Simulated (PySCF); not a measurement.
A calculated (LDA, PySCF 2.14, x2c-TZVPPall with one added diffuse shell each of s, p, d, f type, the spin-free X2C one-electron Hamiltonian (Gaussian nucleus)) atom or ion has these occupied shells.

```
shell  electrons  orbital energy (eV)  rms radius, mean of both spins (bohr)
   1s          2             -87696.8                                 0.0181
   2s          2             -15700.7                                 0.0731
   2p          6             -13551.0                                 0.0673
   3s          2              -3783.2                                  0.187
   3p          6              -3163.1                                  0.189
   3d         10              -2496.4                                  0.173
   4s          2              -868.59                                  0.409
   4p          6              -663.89                                  0.436
   4d         10              -417.91                                  0.464
   5s          2              -160.71                                  0.904
   4f         14              -150.14                                  0.496
   5p          6              -103.41                                   1.04
   5d         10              -38.110                                   1.40
   6s          2              -27.877                                   2.30
```

(1) Name the element and its charge.

## Answers

(1) Pb²⁺ (lead, charge +2), in [Xe] 4f14 5d10 6s2, closed-shell 1S.
